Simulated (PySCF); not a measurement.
Species: CH5FN2Si2.
Numbering: `[N:1]#[C:2][Si@H:3]([F:4])[SiH2:5][NH2:6]` (hydrogens: H7 on Si3; H8, H9 on Si5; H10, H11 on N6)

Computed geometry: GFN2-xTB, gas phase.

Question: List the bond lengths, angles and torsions at this level.

Answer: 
```csv
bond,length (Å)
N1≡C2,1.146
C2–Si3,1.873
Si3–F4,1.618
Si3–Si5,2.302
Si5–N6,1.721
Si3–H7,1.460
Si5–H8,1.467
Si5–H9,1.476
"N6–H10, N6–H11",1.007
```

Bonds in one row agree within 0.01 Å and their mean is given. A selection of angles:
```csv
angle,degrees
N1–C2–Si3,175.2
C2–Si3–F4,103.6
C2–Si3–Si5,111.7
C2–Si3–H7,104.1
F4–Si3–Si5,108.7
F4–Si3–H7,102.6
Si5–Si3–H7,124.1
Si3–Si5–N6,104.3
Si3–Si5–H8,112.8
Si3–Si5–H9,112.4
N6–Si5–H8,104.3
N6–Si5–H9,115.5
H8–Si5–H9,107.4
Si5–N6–H10,118.9
H10–N6–H11,109.4
```

Torsions: C2–Si3–Si5–N6 -51° (synclinal).

Si3 (fluorine-bound silicon) is distorted tetrahedral (angles from 102.6° to 124.1°). N6 (silicon-bound nitrogen) has angles 120.3°, 118.9° and 109.4°, sum 348.6°, 0.23 Å off the plane of its three neighbours. Si5 (SiH2 silicon) is distorted tetrahedral (angles from 104.3° to 115.5°).

Point group: C1 (no symmetry element, even within 0.4 Å). Stationary, but not proved a minimum. One conformer, not necessarily the lowest (C2–Si3–Si5–N6 -51°, Si3–Si5–N6–H -170° and 50°).
